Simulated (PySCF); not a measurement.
Al(Cl)(Br)(OMe) (CH₃AlBrClO), SMILES C[O][Al]([Cl])[Br]. The structure is a stationary point at TPSSh-D3(BJ)/def2-SVP. The structure was generated by enumeration; whether it is a known compound was not checked. One conformer was computed; it need not be the lowest.

Computed equilibrium geometry at TPSSh-D3(BJ)/def2-SVP (PySCF confirms it by a frequency run) as Cartesian coordinates in Å (one conformer of several):
```xyz
8

Al    -0.2203    -0.5369     0.1036
Cl    -0.5293    -1.5115     1.9238
Br     0.6506     1.5324     0.0545
O     -0.6421    -1.3426    -1.3101
C     -0.6398    -1.1493    -2.7024
H     -0.0199    -1.9237    -3.1844
H     -1.6676    -1.2410    -3.0918
H     -0.2451    -0.1581    -2.9879
```
